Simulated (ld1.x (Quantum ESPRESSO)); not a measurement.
Hg (Z = 80): excitation energies, all-electron against TM

mercury (Hg), norm-conserving Troullier–Martins (Kleinman–Bylander form), made with ld1.x (Quantum ESPRESSO) 7.5 (LDA (PZ), scalar-relativistic). Core [Xe] 4f14, reference 5d10 6s0 6p0 (charge +2). Waves: 6s (bound, empty): rc 2.25 bohr; 6p (bound, empty): rc 2.30 bohr; 5d (bound): rc 1.65 bohr. Local part: all-electron potential smoothed inside 1.85 bohr (lloc = -1). Core correction: none.

Energies are relative to the spin-unpolarised reference configuration 5d10 6s0 6p0; without spin polarisation the order of configurations can differ from experiment. Spin-polarised rows fill each open shell by Hund’s rule, majority spin first.

| valence configuration | charge | ΔE all-electron (eV) | error AE − PS (meV) |
| --- | --- | --- | --- |
| 5d10 6s2 6p0 | 0 | -30.444 | +14 |
| 5d10 6s1 6p0 | +1 | -19.396 | +9.1 |
| 5d9 6s0 6p0 | +3 | 35.812 | -38 |
| 5d9 6s2 6p0 | +1 | -14.712 | -84 |
| 5d9 6s2 6p1 | 0 | -20.088 | -101 |
| 5d10 6s1 6p0 (spin-polarised) | +1 | -19.557 | +16 |
| 5d9 6s0 6p0 (spin-polarised) | +3 | 35.660 | +62 |

(1) What are ΔE and the potential's error for 5d10 6s1 6p1?

(2) What are ΔE and the potential's error for 5d10 6s0 6p1?

Levels in the configuration 5d9 6s0 6p0 (spin-polarised):

| level | all-electron (eV) | pseudo (eV) |
| --- | --- | --- |
| 5d up | -43.055 | -43.305 |
| 5d down | -42.446 | -42.296 |

Note: ghost state, extra bound levels that the all-electron valence spectrum of the same l lacks: s at -51.6 eV. A true bound ghost makes a file unfit for plane-wave use.

Results:

(1) ΔE = -24.281 eV all-electron; the error (AE − PS) is +25 meV.

(2) ΔE = -11.857 eV all-electron; the error (AE − PS) is +10.0 meV.
